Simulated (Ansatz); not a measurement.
```xyz
10

C     0.8420   -1.4948   -0.2382
S    -0.8911   -1.0577   -0.5559
Ge   -0.8019    1.1328   -0.2807
O    -0.9634    1.6351    1.4201
H     1.0901   -1.4103    0.8197
H     1.5199   -0.8794   -0.8302
H     0.9615   -2.5352   -0.5402
H    -2.0134    1.7629   -0.9684
H     0.5624    1.6098   -0.8209
H    -0.3060    1.2368    1.9947
```

Charge 0, multiplicity 1.

List the r2SCAN/def2-TZVPP orbital energies in eV (Ansatz). (Best estimate.)

Ansatz gave: Occupied: -10834.81, -2409.02, -1349.85, -1199.91, -1199.90, -1199.89, -515.65, -274.06, -213.43, -168.10, -157.52, -157.42, -157.29, -117.82, -117.79, -117.75, -31.23, -31.09, -31.06, -31.01, -31.00, -25.71, -20.35, -16.70, -14.21, -11.91, -11.14, -10.92, -10.00, -9.19, -8.61, -7.95, -7.13, -6.05. Lowest empty: -0.48, 0.00, 0.21, 0.73, 1.58, 1.97, 2.85, 3.13.
